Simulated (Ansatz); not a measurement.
Species: CF3, charge 1, multiplicity 1. 
Coordinates optimised at B3LYP-D3(BJ)/def2-TZVP (Ansatz, a program for electronic structure):
```
C
F 1 1.2357
F 1 1.2357 2 120.00
F 1 1.2357 2 120.00 3 -180.00
```
Charge +1, spin multiplicity 1.

Basis-set convergence of Hartree-Fock and CCSD correlation energies (hartree) with Ansatz. Cores are frozen in the correlated levels unless marked. Spin-orbit coupling is left out. No relativistic terms.

```csv
basis,functions,E(HF),"E(corr, CCSD)"
cc-pVDZ,-,-335.82317,-0.68164
cc-pVTZ,120,-335.94320,-0.87679
cc-pVQZ,220,-335.97039,-0.94704
```

Extrapolating the two largest sets (X = 3 and 4) as X^-3: E(corr) = (64·(-0.94704) - 27·(-0.87679))/37 = -0.9983 Eh, an estimate of the basis-set limit. The largest set recovers 94.9 % of it, the smallest 68.3 %.
